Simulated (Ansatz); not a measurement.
Gas-phase electronic energies from Ansatz, PBE0-D4/def2-TZVP geometries. CCSD(T)/CBS is the MP2 limit (def2-TZVPP, def2-QZVPP) plus CCSD(T) − MP2 in def2-TZVPP, frozen cores. Functionals use def2-TZVPP. B3LYP here is the variant with VWN-RPA as its local correlation; programs differ in this. One conformer a species, not always the lowest.

`[F][AlH][PH2]` + `N[SiH2]B(O)Cl` → `[NH2][Al]([F])[PH2]` + `OB([SiH3])Cl`  (redistribution)

| level | ΔE (kJ/mol) | difference from CCSD(T)/CBS |
| --- | --- | --- |
| PBE-D4 | -58.8 | 1.0 |
| r2SCAN-D4 | -61.8 | -2.0 |
| PBE0-D4 | -57.9 | 1.9 |
| B2PLYP | -60.9 | -1.1 |
| PBE | -59.5 | 0.3 |
| r2SCAN | -62.0 | -2.2 |
| PBE0 | -58.6 | 1.2 |
| B3LYP | -60.4 | -0.6 |
| MP2/def2-TZVPP | -61.4 | -1.6 |
| SCS-MP2/def2-TZVPP | -60.2 | -0.4 |
| CCSD/def2-TZVPP | -60.8 | -1.0 |
| CCSD(T)/def2-TZVPP | -61.2 | -1.4 |
| MP2/def2-QZVPP | -60.4 | -0.6 |
| SCS-MP2/def2-QZVPP | -59.4 | 0.4 |
| HF/CBS(def2) | -55.1 | 4.7 |
| CCSD/CBS(def2) | -59.4 | 0.4 |
| CCSD(T)/CBS | -59.8 | 0 |

Largest T1 diagnostic among the species: 0.014.

In def2-TZVPP, CCSD(T) changes the Hartree–Fock value by −5.8 kJ/mol (the triples alone add −0.4 kJ/mol) and MP2 by −6.0 kJ/mol.
